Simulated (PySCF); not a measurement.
silane (H₄Si), SMILES [SiH4]. Atoms are numbered in the order given.

```xyz
5

Si     0.0000     0.0000     0.0000
H      0.8548    -0.8548    -0.8548
H     -0.8548    -0.8548     0.8548
H     -0.8548     0.8548    -0.8548
H      0.8548     0.8548     0.8548
```
Charge 0, spin multiplicity 1.

Geometry optimised at TPSSh-D3(BJ)/def2-TZVPD.

Computed with B3LYP/pcJ-1 in PySCF.

Isotropic couplings with Fermi-contact, spin-dipole and both spin-orbit terms, one fixed conformer, no vibrational averaging. Isotopes: 1H, 29Si.

```json
[
 {"pair": "Si1–H2", "bonds apart": "1", "J (Hz)": "-214.8"},
 {"pair": "Si1–H3", "bonds apart": "1", "J (Hz)": "-214.8"},
 {"pair": "Si1–H4", "bonds apart": "1", "J (Hz)": "-214.8"},
 {"pair": "Si1–H5", "bonds apart": "1", "J (Hz)": "-214.8"},
 {"pair": "H2–H3", "bonds apart": "2", "J (Hz)": "[?]"},
 {"pair": "H2–H4", "bonds apart": "2", "J (Hz)": "[?]"},
 {"pair": "H2–H5", "bonds apart": "2", "J (Hz)": "[?]"},
 {"pair": "H3–H4", "bonds apart": "2", "J (Hz)": "[?]"},
 {"pair": "H3–H5", "bonds apart": "2", "J (Hz)": "[?]"},
 {"pair": "H4–H5", "bonds apart": "2", "J (Hz)": "[?]"}
]
```

### Question
What belongs in the gaps? (The exact figures need the calculation; the answer reports its results.)

### Answer

- H2–H3, J (Hz): 2.9
- H2–H4, J (Hz): 2.9
- H2–H5, J (Hz): 2.9
- H3–H4, J (Hz): 2.9
- H3–H5, J (Hz): 2.9
- H4–H5, J (Hz): 2.9
